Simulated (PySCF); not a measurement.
These are PySCF with PBE-D3(BJ)/def2-TZVP // r2SCAN-D4/def2-SVP values and carry that method's errors. All species are isolated molecules in the gas phase. One relaxed conformer stands for a flexible species; it need not be the lowest. 

Reference species: [Cd(OH)(Br)] (neutral, multiplicity 1).

- HOMO–LUMO gap = 3.91 eV
- coordination number = 2
- LUMO = -2.78 eV

Changed species: [Cd(Br)2] (2 of 2 OH replaced by Br; the reference has 1 of 2 OH replaced by Br).

Problem. Predict the effect on the HOMO–LUMO gap, coordination number and LUMO.

Solution. the HOMO–LUMO gap rises by 0.08 eV, to 3.99 eV; the coordination number stays essentially unchanged; the LUMO falls by 0.38 eV, to -3.16 eV.
